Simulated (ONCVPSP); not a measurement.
Transferability test, ONCV potential for phosphorus

```
Element                 : phosphorus
Generator               : ONCVPSP 4.0.1
Type                    : optimised norm-conserving Vanderbilt (ONCV)
Functional              : PBE
Relativity              : scalar-relativistic
Frozen core             : [Ne]
Valence charge          : 5
Reference configuration : 3s2 3p2.5 (charge +0.5)
Partial waves           : 3s: rc 1.65 bohr, ncon 4, nbas 7, qcut 3.7 1/bohr, 2 projectors, debl 1.7 Ha; 3p: rc 1.75 bohr, ncon 4, nbas 9, qcut 4.3 1/bohr, 3 projectors, debl 3.9 Ha; d scattering state at 0.12 Ha: rc 1.90 bohr, ncon 4, nbas 8, qcut 5.3 1/bohr, 2 projectors, debl 0.8 Ha
Local potential         : polynomial inside 1.30 bohr (lpopt 5, dvloc0 4 Ha)
Core correction         : none
```

Energies are relative to the spin-unpolarised reference configuration 3s2 3p2.5; without spin polarisation the order of configurations can differ from experiment.

| valence configuration | charge | ΔE all-electron (eV) | error AE − PS (meV) |
| --- | --- | --- | --- |
| 3s2 3p3 | 0 | -3.775 | +0.2 |
| 3s0 3p5 | 0 | 13.426 | +3.1 |

**Question.** What are ΔE and the potential's error for 3s2 3p1?

**Answer.** ΔE = 25.102 eV all-electron; the error (AE − PS) is +2.8 meV.

**Question.** What are ΔE and the potential's error for 3s2 3p2?

**Answer.** ΔE = 5.955 eV all-electron; the error (AE − PS) is -0.3 meV.

Levels in the configuration 3s0 3p5:

```tsv
level	all-electron (eV)	pseudo (eV)
3p	-6.592	-6.590
```
